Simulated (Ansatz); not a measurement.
Z-matrix (Å, degrees):
```
B
N 1 1.3884
H 2 1.0065 1 123.51
H 2 1.0083 3 113.39 1 179.99
H 1 1.1947 2 119.58 3 -0.01
C 1 1.5711 5 120.22 2 -179.96
N 6 1.2763 1 125.78 5 0.25
H 7 1.0248 6 110.03 1 -0.03
H 6 1.0991 7 114.85 8 -180.00
```
Charge 0, multiplicity 1.

Calculation: frozen-core CCSD(T)/cc-pVTZ // B3LYP-D3(BJ)/def2-TZVP run with Ansatz (a first-principles code). The restricted HF reference is unstable towards unrestricted orbitals.

| Quantity | Value |
|---|---|
| HF energy | -174.44832 Ha |
| MP2 correlation energy | -0.67640 Ha |

Estimate the CCSD correlation energy, the (T) correction, the total energy and the T1 diagnostic.


The CCSD correlation energy comes out as -0.70581 Ha, the (T) correction is -0.03057 Ha and the CCSD(T) total energy is -175.18470 Ha. The T1 diagnostic is 0.013.
